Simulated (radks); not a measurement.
Lu4+, configuration [Xe] 4f13. Calculated with a radial shooting solver on a logarithmic mesh with Libxc functionals: scalar-relativistic Kohn-Sham, SCAN, spin-unpolarised, spherical densities, finite nucleus; meta-GGA in the generalised Kohn-Sham scheme; Fermi nuclear charge, rms radius 5.37 fm.

Normalised radial functions P(r) = r R(r), r in bohr:

r,3d,4p,5s
0.001624,0.0001,0.0086,0.0815
0.002131,0.0002,0.0136,0.0986
0.00282,0.0005,0.0218,0.1182
0.003701,0.0011,0.0343,0.1382
0.004897,0.0022,0.0543,0.1579
0.006428,0.0047,0.0840,0.1726
0.008505,0.0099,0.1299,0.1781
0.01116,0.0204,0.1942,0.1668
0.01477,0.0421,0.2848,0.1295
0.01939,0.0835,0.3960,0.0616
0.02565,0.1640,0.5223,-0.0412
0.03367,0.3040,0.6242,-0.1582
0.04455,0.5451,0.6467,-0.2569
0.05848,0.8996,0.5105,-0.2723
0.07737,1.3828,0.1486,-0.1491
0.1016,1.8920,-0.3739,0.0981
0.1344,2.2771,-0.8508,0.3500
0.1764,2.3097,-0.8965,0.3746
0.2334,1.8900,-0.2755,0.0454
0.3063,1.2005,0.7424,-0.4223
0.4053,0.5399,1.5321,-0.5781
0.532,0.1687,1.5572,-0.1540
0.7039,0.0304,0.9956,0.5951
0.9239,0.0031,0.4271,1.0690
1.222,0.0001,0.1102,1.0177
1.605,0.0000,0.0177,0.6363
2.123,0.0000,0.0013,0.2526
2.787,0.0000,0.0000,0.0622
3.687,0.0000,0.0000,0.0077

3d: eigenvalue -1642.4 eV, 0 radial nodes, <r> = 0.193 bohr, 90 % of the charge inside 0.299 bohr. 4p: eigenvalue -414.08 eV, 2 radial nodes at r = 0.0841, 0.252 bohr, <r> = 0.507 bohr, 90 % of the charge inside 0.736 bohr. 5s: eigenvalue -106.92 eV, 4 radial nodes at r = 0.0231, 0.0921, 0.240, 0.565 bohr, <r> = 1.14 bohr, 90 % of the charge inside 1.64 bohr.
